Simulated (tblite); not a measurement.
Species: C6H8NO (charge +1).
SMILES with atom numbers: `[CH2:1]=[CH:2][CH2:3][n+:4]1[cH:5][cH:6][o:7][cH:8]1` (hydrogens: H9, H10 on C1; H11 on C2; H12, H13 on C3; H14 on C5; H15 on C6; H16 on C8)
Bond orders are those of one Lewis drawing.

Computed with GFN2-xTB (tblite), gas phase: Langevin dynamics at 300 K from the optimised GFN2-xTB geometry, time step 0.5 fs, friction 0.01 fs⁻¹, 2000 steps. The instantaneous temperature is 2·E(kin)/(3Nk) with all 3N coordinates.

```csv
t (fs),T (K),E(pot) above start (eV),C1=C2 (Å),C2–C3 (Å),C3–N4 (Å),N4–C5 (Å),C5–C6 (Å),C1–H9 (Å),C1–C2–C3–N4 (°)
0,244,0.000,1.319,1.509,1.449,1.370,1.358,1.076,118
25,158,0.179,1.308,1.494,1.458,1.394,1.360,1.075,115
50,128,0.373,1.336,1.526,1.452,1.424,1.364,1.117,103
75,219,0.304,1.341,1.534,1.427,1.387,1.348,1.078,105
100,207,0.372,1.319,1.500,1.431,1.402,1.350,1.084,104
125,220,0.262,1.309,1.503,1.449,1.387,1.355,1.100,96
150,191,0.302,1.321,1.514,1.465,1.381,1.352,1.070,95
175,183,0.276,1.333,1.519,1.451,1.385,1.347,1.085,101
200,203,0.404,1.304,1.515,1.424,1.399,1.331,1.072,105
225,162,0.622,1.310,1.462,1.477,1.373,1.356,1.072,108
250,292,0.432,1.345,1.547,1.411,1.372,1.342,1.088,96
275,221,0.586,1.307,1.551,1.415,1.415,1.359,1.082,107
300,255,0.478,1.312,1.478,1.439,1.411,1.351,1.074,98
325,262,0.413,1.350,1.497,1.440,1.383,1.371,1.075,97
350,276,0.426,1.334,1.578,1.415,1.352,1.394,1.075,99
375,299,0.449,1.290,1.516,1.457,1.356,1.410,1.073,115
400,219,0.435,1.334,1.451,1.441,1.363,1.401,1.078,126
425,222,0.359,1.325,1.534,1.460,1.362,1.379,1.056,141
450,190,0.397,1.308,1.521,1.466,1.315,1.364,1.099,142
475,217,0.614,1.347,1.525,1.467,1.335,1.351,1.112,139
500,334,0.511,1.357,1.534,1.445,1.375,1.331,1.041,158
525,236,0.646,1.314,1.496,1.453,1.366,1.333,1.123,165
550,280,0.557,1.323,1.520,1.455,1.346,1.370,1.076,167
575,240,0.534,1.349,1.542,1.419,1.311,1.388,1.050,172
600,298,0.639,1.325,1.526,1.440,1.337,1.408,1.110,174
625,280,0.743,1.296,1.523,1.485,1.340,1.412,1.073,170
650,332,0.521,1.347,1.570,1.460,1.359,1.386,1.087,164
675,261,0.512,1.314,1.505,1.414,1.356,1.385,1.089,168
700,301,0.571,1.288,1.450,1.461,1.324,1.395,1.041,172
725,341,0.566,1.307,1.585,1.473,1.343,1.368,1.113,167
750,366,0.570,1.340,1.522,1.488,1.366,1.351,1.083,160
775,341,0.688,1.349,1.510,1.431,1.340,1.343,1.045,153
800,307,0.438,1.315,1.580,1.472,1.331,1.368,1.103,137
825,319,0.409,1.304,1.518,1.489,1.330,1.377,1.076,124
850,220,0.553,1.343,1.477,1.539,1.359,1.389,1.072,120
875,360,0.474,1.323,1.491,1.446,1.331,1.342,1.101,106
900,343,0.647,1.288,1.507,1.423,1.345,1.340,1.090,98
925,409,0.400,1.313,1.528,1.471,1.384,1.371,1.055,97
950,276,0.847,1.346,1.479,1.431,1.341,1.382,1.092,89
975,396,0.471,1.316,1.505,1.463,1.356,1.370,1.067,88
1000,290,0.512,1.324,1.539,1.445,1.349,1.368,1.040,78
```

Question: From 500 fs on, how do temperature and potential energy compare with equipartition?

Answer: The mean temperature of these 21 frames is 311 K against the target 300 K, and the mean potential energy 0.56 eV against 42 × kT/2 = 0.54 eV for 42 classical harmonic modes. For 16 atoms in a canonical ensemble the temperature itself scatters by T·√(2/(3N)) = 61 K; here its standard deviation is 49 K. The whole run lasts only 10 friction times of 100 fs, so these averages carry a wide statistical error.

Question: What are the kinetic and total energies of the listed frame with the highest potential energy?

Answer: The one at 950 fs, 0.847 eV above the start. Its kinetic energy is 3NkT/2 = 0.572 eV at 276 K, so the sum is 1.42 eV; over the listed frames the sum runs from 0.50 to 1.42 eV, since the thermostat adds and removes energy.

Question: How much do the listed bonds fluctuate from 500 fs on?

Answer: 
```
 bond  at the start (Å)  mean (Å)  standard deviation (Å)
C1=C2             1.319     1.323                   0.020
C2–C3             1.509     1.519                   0.032
C3–N4             1.449     1.457                   0.028
N4–C5             1.370     1.347                   0.017
C5–C6             1.358     1.370                   0.023
C1–H9             1.076     1.077                   0.025
```

The motion is classical and holds no zero-point motion.

The cost below is that of the whole dynamics run. Hardware: an Intel Xeon 6975P-C with one thread, shared host. Cost: 11 s wall, 0.18 GiB resident at most.
